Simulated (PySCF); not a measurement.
silacyclobutane (C3H8Si), SMILES C1C[SiH2]C1.

Coordinates come from a B3LYP-D3(BJ)/def2-SVP optimisation.

All values below come from TDDFT-PBE/def2-SVPD run with PySCF 2.14.0.

Vertical excitations. The molecule is in vacuum. State labels are in the subgroup Cs.

Computed lowest excited states:
| state | symmetry | energy (eV) | λ (nm) | f | main pairs |
|---|---|---|---|---|---|
| S1 | A" | 6.32 | 196 | 0.011 | HOMO→LUMO 99 % |
| S2 | A' | 6.67 | 186 | 0.017 | HOMO→LUMO+1 98 % |
| S3 | A' | 6.88 | 180 | 0.052 | HOMO−1→LUMO 91 % |
| S4 | A" | 6.94 | 179 | 0.023 | HOMO−1→LUMO+1 99 % |
| S5 | A" | 7.29 | 170 | 0.000 | HOMO−2→LUMO 97 % |
| S6 | A' | 7.29 | 170 | 0.031 | HOMO→LUMO+2 95 % |
| S7 | A' | 7.47 | 166 | 0.018 | HOMO→LUMO+3 92 % |
| S8 | A" | 7.55 | 164 | 0.029 | HOMO−1→LUMO+2 96 % |
| S9 | A' | 7.66 | 162 | 0.014 | HOMO−2→LUMO+1 94 % |
| S10 | A" | 7.77 | 160 | 0.010 | HOMO−1→LUMO+3 94 % |
| T1 | A" | 6.02 | 206 | 0 | HOMO→LUMO 99 % |
| T2 | A' | 6.15 | 202 | 0 | HOMO−1→LUMO 97 % |
| T3 | A' | 6.47 | 192 | 0 | HOMO→LUMO+1 99 % |
| T4 | A" | 6.80 | 182 | 0 | HOMO−1→LUMO+1 99 % |
Triplets are in the Tamm–Dancoff approximation, which puts them higher than full response would, so one can lie above its singlet here.
